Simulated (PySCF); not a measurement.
Species: C₄H₈F₃OS (charge +1).
Z-matrix (Å and degrees, GFN2-xTB geometry), rows numbered from 1:
```
C 
S   1  1.8079
C   2  1.8050  1  100.99
C   2  1.8706  1   99.10  3   100.77
O   4  1.3945  2  109.45  1  -164.48
C   5  1.3536  4  116.81  2   -83.94
F   6  1.3055  5  109.13  4  -179.51
F   6  1.3265  5  112.26  4   -57.28
F   6  1.3461  5  110.32  4    61.08
H   1  1.0873  2  107.89  3    69.66
H   1  1.0853  2  111.40  3   -51.13
H   1  1.0866  2  108.60  3  -172.88
H   3  1.0860  2  111.10  1    41.81
H   3  1.0878  2  108.12  1   162.80
H   3  1.0874  2  108.10  1   -79.41
H   4  1.0953  2  107.76  1    72.38
H   4  1.0918  2  109.06  1   -48.40
```

Vertical excitations from PySCF (density fitting, frozen core in the response, grid level 2 and gas phase unless stated; continuum runs use non-equilibrium linear response for the excitations) on a GFN2-xTB geometry. Reference run:

```csv
settings,"S1, eV (f)","S2, eV (f)","S3, eV (f)","S4, eV (f)","S5, eV (f)","S6, eV (f)","T1, eV (Tamm–Dancoff)",mean α (au)
"PBE0/def2-SVPD, full TDDFT, 6 singlets",7.65 (0.077),7.87 (0.092),8.21 (0.017),8.78 (0.042),9.01 (0.012),9.03 (0.006),6.43,71.8
```

Q: What do these settings give: B97-2/STO-3G, TDA, 1 singlet?

A: 
```json
{"settings": "B97-2/STO-3G, TDA, 1 singlet", "S1, eV (f)": "7.26 (0.005)", "S2, eV (f)": "–", "S3, eV (f)": "–", "S4, eV (f)": "–", "S5, eV (f)": "–", "S6, eV (f)": "–", "T1, eV (Tamm–Dancoff)": "–", "mean α (au)": "37.4"}
```

S1 moves by -0.39 eV; functional, basis and response scheme change together, so the shift can't be laid on one. States are counted by energy in each run and needn't keep their character from row to row.

Q: Which orbital pairs make up S1 in each run, and how does it sit against the orbital gap?

A: 
```tsv
settings	S1 configurations (weight)	S1 (eV)	orbital gap (eV)	S1 − gap (eV)
PBE0/def2-SVPD, full TDDFT, 6 singlets	H→L 0.67, H→L+1 0.30	7.65	8.90	-1.25
B97-2/STO-3G, TDA, 1 singlet	H→L 0.95	7.26	8.22	-0.96
```

One conformer stands for the species.
